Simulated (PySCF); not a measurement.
Exercise with solution: refractive index and permittivity of the vapour

C2H4NO, SMILES [N](C=O)C, multiplicity 2.

Coordinates come from a PBE0-D3(BJ)/def2-SVP optimisation. The isomer is the one that the SMILES or the coordinates give; other isomers of the formula were not compared. One conformer was computed; it need not be the lowest.

CAM-B3LYP/def2-TZVPD (PySCF) gives a mean static polarisability of 39.3 bohr³ and a dipole moment of 2.10 D. Take an ideal gas at 298.15 K and 1 bar, whether or not the substance is that volatile.

Work out n − 1 in the optical limit and the static ε − 1.


Polarisability volume α' = 39.3 × 0.148185 = 5.82 Å³. Number density N = p/kT = 2.43e-5 Å⁻³.
Dilute limit of Lorentz–Lorenz: n − 1 = 2π N α' = 0.00089.
Orientation term of Debye: μ²/(3kT) = 8.098 Å³ × μ²(D²) = 35.71 Å³.
ε − 1 = 4π N (α' + μ²/3kT) = 0.013. Orientation of the dipole supplies 86 % of the static response; it can't follow optical fields. Vibrational polarisation and dispersion are left out.
